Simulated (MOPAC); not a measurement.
Input file for MOPAC: PM7 on CH4OSi (a complex), monomers drawn apart or pushed together.

```
PM7 1SCF PRECISE CHARGE=0 THREADS=1
CH4OSi

Si    -0.10544162 1    -0.08185847 1    -0.04922834 1
H     -0.04043866 1    -0.04940526 1    -1.52810870 1
H     -1.26519590 1    -0.89563889 1     0.37703459 1
H     -0.25126792 1     1.29784906 1     0.46637914 1
H      1.14056267 1    -0.67662684 1     0.48414118 1
C      0.66476916 1     0.46890181 1     3.72539579 1
O     -0.11326234 1    -0.06007674 1     3.10847212 1
```

The log:

```
*******************************************************************************
 **                                                                           **
 **                              MOPAC v23.2.5                                **
 **                                                                           **
 *******************************************************************************
 ** MOPAC's Digital Object Identifier: https://doi.org/10.5281/zenodo.6511958 **
 **                                                                           **
 ** Please cite the open-source release paper for use of this MOPAC version:  **
 ** J. E. Moussa and J. J. P. Stewart (2026)                                  **
 ** MOPAC: An open-source semiempirical molecular orbital program             **
 ** J. Open Source Softw., 11(119), 8025, https://doi.org/10.21105/joss.08025 **
 *******************************************************************************

                              PM7 CALCULATION RESULTS

 *******************************************************************************
 *  PM7        - The PM7 Hamiltonian to be used
 *
 *
 *
 *                 CHARGE ON SYSTEM = 0
 *
 *
 *
 *  PRECISE    - TIGHTER CRITERIA TO BE USED
 *  1SCF       - DO 1 SCF AND THEN STOP
 *  THREADS=1  - MULTI-THREADING NOT USED
 *  T=         - A TIME OF 172800.0 SECONDS REQUESTED
 *  DUMP=N     - RESTART FILE WRITTEN EVERY 7200.0 SECONDS REQUESTED
 *******************************************************************************
PM7 1SCF PRECISE CHARGE=0 THREADS=1
 CH4OSi

   ATOM   CHEMICAL          X               Y               Z
  NUMBER   SYMBOL      (ANGSTROMS)     (ANGSTROMS)     (ANGSTROMS)

     1      Si         -0.10544162  *  -0.08185847  *  -0.04922834  *
     2       H         -0.04043866  *  -0.04940526  *  -1.52810870  *
     3       H         -1.26519590  *  -0.89563889  *   0.37703459  *
     4       H         -0.25126792  *   1.29784906  *   0.46637914  *
     5       H          1.14056267  *  -0.67662684  *   0.48414118  *
     6       C          0.66476916  *   0.46890181  *   3.72539579  *
     7       O         -0.11326234  *  -0.06007674  *   3.10847212  *



          CARTESIAN COORDINATES

    NO.       ATOM           X           Y           Z

     1        Si         -0.1054     -0.0819     -0.0492
     2         H         -0.0404     -0.0494     -1.5281
     3         H         -1.2652     -0.8956      0.3770
     4         H         -0.2513      1.2978      0.4664
     5         H          1.1406     -0.6766      0.4841
     6         C          0.6648      0.4689      3.7254
     7         O         -0.1133     -0.0601      3.1085

 General Reference for PM7:
 "Optimization of Parameters for Semiempirical Methods VI: More Modifications to the
 NDDO Approximations and Re-optimization of Parameters", J. J. P. Stewart, J. Mol. Mod., 1:32, 19 (2013)
 https://link.springer.com/article/10.1007/s00894-012-1667-x

           Empirical Formula: C H4 O Si  =     7 atoms



      MOLECULAR POINT GROUP   :   Cs


      RHF CALCULATION, NO. OF DOUBLY OCCUPIED LEVELS = 9


 -------------------------------------------------------------------------------
 PM7 1SCF PRECISE CHARGE=0 THREADS=1
 CH4OSi



     1SCF WAS SPECIFIED, SO BFGS WAS NOT USED
     SCF FIELD WAS ACHIEVED


                              PM7 CALCULATION
                                                       MOPAC v23.2.5 Linux




          FINAL HEAT OF FORMATION =         -4.85836 KCAL/MOL =     -20.32738 KJ/MOL


          COSMO AREA              =        120.42 SQUARE ANGSTROMS
          COSMO VOLUME            =        106.28 CUBIC ANGSTROMS

          IONIZATION POTENTIAL    =         12.228149 EV
          HOMO LUMO ENERGIES (EV) =        -12.228  1.624
          NO. OF FILLED LEVELS    =          9
          MOLECULAR WEIGHT        =         60.1275         POINT GROUP:  Cs

          MOLECULAR DIMENSIONS (Angstroms)

            Atom       Atom       Distance
            C     6    H     2     5.32591
            H     4    H     5     2.41578
            H     4    H     3     2.04794


          SCF CALCULATIONS        =          1





   ATOM   CHEMICAL          X               Y               Z
  NUMBER   SYMBOL      (ANGSTROMS)     (ANGSTROMS)     (ANGSTROMS)

     1      Si         -0.10544162  *  -0.08185847  *  -0.04922834  *
     2       H         -0.04043866  *  -0.04940526  *  -1.52810870  *
     3       H         -1.26519590  *  -0.89563889  *   0.37703459  *
     4       H         -0.25126792  *   1.29784906  *   0.46637914  *
     5       H          1.14056267  *  -0.67662684  *   0.48414118  *
     6       C          0.66476916  *   0.46890181  *   3.72539579  *
     7       O         -0.11326234  *  -0.06007674  *   3.10847212  *

                             CARTESIAN COORDINATES

   1   Si       -0.105441620    -0.081858470    -0.049228340
   2    H       -0.040438660    -0.049405260    -1.528108700
   3    H       -1.265195900    -0.895638890     0.377034590
   4    H       -0.251267920     1.297849060     0.466379140
   5    H        1.140562670    -0.676626840     0.484141180
   6    C        0.664769160     0.468901810     3.725395790
   7    O       -0.113262340    -0.060076740     3.108472120


           Empirical Formula: C H4 O Si  =     7 atoms



      MOLECULAR POINT GROUP   :   Cs


                  EIGENVALUES
 -33.23050 -19.83219 -18.47792 -15.38757 -15.36947 -12.38507 -12.33917 -12.31584
 -12.22815   1.62432   1.63481   2.60858   2.63462   2.68204   5.60406   8.27451
  20.61040  20.65284  21.43628  21.46710  21.53184


              NET ATOMIC CHARGES AND DIPOLE CONTRIBUTIONS

  ATOM NO.   TYPE          CHARGE      No. of ELECS.   s-Pop       p-Pop       d-Pop
    1         Si          -0.023412        4.0234     0.93629     2.98994     0.09718
    2          H           0.007788        0.9922     0.99221
    3          H           0.013064        0.9869     0.98694
    4          H          -0.000728        1.0007     1.00073
    5          H          -0.001123        1.0011     1.00112
    6          C           0.432594        3.5674     1.78212     1.78528
    7          O          -0.428182        6.4282     1.82242     4.60576
 DIPOLE           X         Y         Z       TOTAL
 POINT-CHG.     1.540     1.048     1.316     2.280
 HYBRID        -1.132    -0.769    -0.837     1.604
 SUM            0.408     0.279     0.479     0.688


          ATOMIC ORBITAL ELECTRON POPULATIONS

     Atom    s        px        py        pz      x^2-y^2     xz        z^2       yz        xy
    1 Si   0.93629   1.00070   0.99551   0.99373   0.02025   0.01008   0.03496   0.01050   0.02139
    2  H   0.99221
    3  H   0.98694
    4  H   1.00073
    5  H   1.00112
    6  C   1.78212   0.65949   0.54472   0.58108
    7  O   1.82242   1.52731   1.54152   1.53693

 **********************
 *                    *
 * JOB ENDED NORMALLY *
 *                    *
 **********************




 == MOPAC DONE ==
```

The run finished.

Cost: roughly 0.020 core-seconds.
